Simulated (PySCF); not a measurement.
Compound: C₃H₈Al (charge -1).
Atom-mapped SMILES: `[CH2:1]=[C:2]([CH3:3])[AlH3-:4]` (hydrogens: H5, H6 on C1; H7, H8, H9 on C3; H10, H11, H12 on Al4)

The closed-shell ground state was solved at several levels (PySCF, density fitting, gas phase, non-relativistic). Isolated species at its PBE0-D3(BJ)/def2-SVP geometry, gas phase. The geometry's basis has no diffuse functions, a weakness for an anion. No diffuse functions stand in pcSseg-1 and pcSseg-2, which bears on an anion's orbital energies.

```json
{"level": "wB97X-D/def2-SVPD", "basis functions": "148", "total energy (Eh)": "-361.3649", "HOMO (eV)": "-4.22", "LUMO (eV)": "5.20", "gap (eV)": "9.42"}
{"level": "PBE0/pcSseg-1", "basis functions": "115", "total energy (Eh)": "-361.2725", "HOMO (eV)": "-2.29", "LUMO (eV)": "4.82", "gap (eV)": "7.11"}
```

What might B97-2/pcSseg-2 (263 basis functions) give for the same quantities?

Total energy -361.5836 Eh, HOMO -2.15 eV, LUMO 4.27 eV, gap 6.42 eV.

Over all these levels, which gives the widest orbital gap and which the narrowest?

wB97X-D/def2-SVPD (range-separated hybrid) has the widest, 9.42 eV, and B97-2/pcSseg-2 (global hybrid, 21 % exact exchange) the narrowest, 6.42 eV. Functional and basis both differ between the two, so the spread mixes both effects.

wB97X-D is run here without its empirical dispersion term; that term would change no orbital, density or response property at a fixed geometry.
